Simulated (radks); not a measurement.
Coulomb parameter of the 4d shell of the ruthenium ion Ru3+ in the model configuration [Kr] 4d4 5s1, as a second difference U = [E(n + 0.5) + E(n - 0.5) - 2 E(n)] / (0.5)^2 with all orbitals relaxed. "Bare": the charge of the atom changes with n. "Screened": the 5s shell takes up the change at fixed total charge, which measures U(4d,4d) + U(5s,5s) - 2 U(4d,5s). Calculated with a radial shooting solver on a logarithmic mesh with Libxc functionals: scalar-relativistic Kohn-Sham, PBE, spin-unpolarised, spherical densities, finite nucleus; Fermi nuclear charge, rms radius 4.4809 fm. Estimate both.

Answer. U(bare) = 14.261 eV, U(screened by 5s) = 2.024 eV, against the Slater integral F0(4d,4d) = 17.617 eV with frozen orbitals.
